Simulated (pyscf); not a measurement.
# Concerted two-bond exchange: disiloxane (H₃Si–O–SiH₃) → disiloxane (H₃Si–O–SiH₃)

Gas phase, singlet surface, charge 0. Bonds broken: Si1–H7, Si3–H4. Bonds formed: Si1–H4, Si3–H7. Structures and frequencies: ωB97X-D3(BJ)/def2-SVP in PySCF. MP2 and CC: frozen core, UHF for open shells. ΔMP2 is the change of the MP2 total energy from the triple- to the quadruple-zeta basis.

Transition state (Å):

```xyz
9

Si    -1.5542     0.5670     0.1208
O     -0.3724    -0.4114     0.8592
Si     0.3516    -0.3659    -0.6812
H     -1.2229    -0.1939    -1.4146
H     -2.8117    -0.2363     0.2488
H     -1.9769     1.9734     0.3841
H     -0.1149     1.3095    -0.5306
H      0.3901    -1.8038    -1.0986
H      1.6541     0.1959    -1.1436
```

One imaginary mode, 999i cm⁻¹; descent along it reached the two sides named.

```csv
bond,change,reactant side (Å),saddle,product side
Si1–H7,breaks,1.493,1.746,3.6
Si3–H4,breaks,1.493,1.745,3.6
Si1–H4,forms,3.6,1.745,1.493
Si3–H7,forms,3.6,1.746,1.493
```

Electronic energies relative to the reactant's lowest minimum found (kJ/mol):

```json
[
 {"level": "ωB97X-D3(BJ)/def2-TZVP", "barrier": "343.4", "reaction energy": "0.0", "reverse barrier": "343.4"},
 {"level": "PBE/def2-TZVP", "barrier": "313.3", "reaction energy": "0.0", "reverse barrier": "313.3"},
 {"level": "r²SCAN/def2-TZVP", "barrier": "331.5", "reaction energy": "0.0", "reverse barrier": "331.5"},
 {"level": "B3LYP-D3(BJ)/def2-TZVP", "barrier": "359.7", "reaction energy": "0.0", "reverse barrier": "359.7"},
 {"level": "PBE0-D3(BJ)/def2-TZVP", "barrier": "330.2", "reaction energy": "0.0", "reverse barrier": "330.2"},
 {"level": "M06-2X/def2-TZVP", "barrier": "351.8", "reaction energy": "0.0", "reverse barrier": "351.8"},
 {"level": "ωB97M-D3(BJ)/def2-TZVP", "barrier": "349.5", "reaction energy": "0.0", "reverse barrier": "349.5"},
 {"level": "HF/def2-TZVP", "barrier": "433.4", "reaction energy": "0.0", "reverse barrier": "433.4"},
 {"level": "MP2/def2-QZVPP", "barrier": "356.7", "reaction energy": "0.0", "reverse barrier": "356.7"},
 {"level": "CCSD/def2-TZVPP", "barrier": "369.7", "reaction energy": "0.0", "reverse barrier": "369.7"},
 {"level": "CCSD(T)/def2-TZVPP", "barrier": "359.0", "reaction energy": "0.0", "reverse barrier": "359.0"},
 {"level": "CCSD(T)/def2-TZVPP + ΔMP2(QZVPP)", "barrier": "356.5", "reaction energy": "0.0", "reverse barrier": "356.5"}
]
```

With CCSD(T)/def2-TZVPP + ΔMP2(QZVPP) energies and thermal terms (ideal gas, 1 atm, RRHO with modes under 100 cm⁻¹ raised to 100, one conformer, R ln 2 for rigid chiral ones), in kJ/mol:

```csv
T (K),ΔH‡,ΔG‡,ΔH,ΔG
298,349.3,358.5,0.0,0.0
600,346.6,369.0,0.0,0.0
900,344.5,380.7,0.0,0.0
1200,342.6,393.1,0.0,0.0
```

At the saddle there is also a short Si–Si contact that neither side keeps. One saddle was located; it need not be the lowest between these sides. The CCSD(T) − MP2 part came from Ansatz, without density fitting, on the same reference.
